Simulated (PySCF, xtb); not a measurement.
CH6AlN, SMILES [CH3][AlH][NH2]. One conformer was computed; it need not be the lowest.

Harmonic wavenumbers (cm⁻¹) from GFN2-xTB (xtb) at its own minimum, in rising order: 72, 130, 143, 356, 378, 444, 509, 611, 618, 655, 828, 1295, 1449, 1457, 1479, 1794, 2922, 2929, 2937, 3389, 3405.

Task: What does B3LYP-D3(BJ)/def2-TZVP (PySCF 2.14.0) give at its own minimum? (The exact figures need the calculation; the answer reports its results.)

Result: 62, 187, 338, 443, 515, 521, 602, 678, 730, 747, 837, 1237, 1454, 1455, 1575, 1927, 3015, 3074, 3091, 3565, 3649. Paired by order, the mean absolute difference is 97 cm⁻¹ and the zero-point energies are 39.7 and 42.5 kcal/mol.
